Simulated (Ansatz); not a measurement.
# Energy profile

The step: AlH₅O₃ ([OH][AlH]([OH])[OH2]) + HF → AlH₄O₃F ([OH][Al]([OH])([OH2])[F]) + H₂; bonds formed: Al1–F8, H2–H7; bonds broken: Al1–H2, H7–F8 (atoms numbered as in the saddle structure below).

Al1  (-0.395, -0.118, -0.051)
H2  (-0.101, -1.512, -1.003)
O3  (-0.688, 1.130, -1.203)
O4  (-1.382, -0.604, 1.245)
H5  (1.572, 0.912, 1.039)
O6  (0.670, 1.223, 0.893)
H7  (0.923, -1.472, -0.520)
F8  (1.655, -1.043, 0.121)
H9  (-1.126, 0.978, -2.037)
H10  (-1.817, -1.453, 1.251)
H11  (0.690, 1.960, 0.264)
(Å)

Electronic energies by CCSD(T) at an estimated basis limit (MP2 extrapolated from triple and quadruple zeta, plus CCSD(T) − MP2 in triple zeta), on PBE0-D4/def2-TZVP structures; AlH6O3F, closed shell; no counterpoise correction. Computed with Ansatz 0.2.0 (basis: def2-TZVPP and def2-QZVPP); correlated methods freeze the cores. Extrapolation: Hartree–Fock as exp(−7.88 √X), correlation as X^−2.97.

Task: Give the profile in eV, counted from the separated reactants. (An estimate is asked for; the value comes from the calculation.)

Result: By the calculation:
| point | eV |
| --- | --- |
| separated: AlH5O3 (linked as [OH][AlH]([OH])[OH2]; Al1, H2, O3, O4, H5, O6, H9, H10, H11; singlet) + HF (H7, F8; singlet) | 0.000 |
| start structure | -0.487 |
| saddle | 0.076 |
| end structure | -1.920 |
| separated: AlH4O3F (linked as [OH][Al]([OH])([OH2])[F]; Al1, O3, O4, H5, O6, F8, H9, H10, H11; singlet) + H2 (H2, H7; singlet) | -1.886 |

The T1 diagnostic stays at or below 0.012.

For scale, one of the runs: CCSD(T)/def2-TZVPP, 250 basis functions, launched by `ansatz run in.yaml --threads 8 --pin off --events-out ev --progress --plain --max-ram 19148MiB`. Hardware: 8 CPU threads of an Arm Neoverse V2, shared host. Wall time 85 s; peak host memory 5.7 GiB.
